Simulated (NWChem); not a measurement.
GaH$_{3}$O; SMILES [OH][GaH2]

```xyz
5

Ga     0.0072     0.3647     0.0000
H      1.4371     1.0100     0.0000
H     -1.4118     1.0575     0.0000
O      0.0709    -1.4406     0.0000
H     -0.8141    -1.8493     0.0000
```
Atoms are numbered in this order, from 1.

Results from NWChem. All runs use the structure optimised with PBE-D3(BJ)/def2-SVP. Vertical excitations in the gas phase; the lowest state need not have the same character in each row.

Q: Order these by “lowest excitation, singlet (eV)”, lowest first: PBE/aug-cc-pVDZ, TDA; B3LYP/aug-cc-pVDZ, TDA; Hartree-Fock/aug-cc-pVDZ, CIS.

A: PBE/aug-cc-pVDZ, TDA (5.33), B3LYP/aug-cc-pVDZ, TDA (5.66), Hartree-Fock/aug-cc-pVDZ, CIS (6.81)
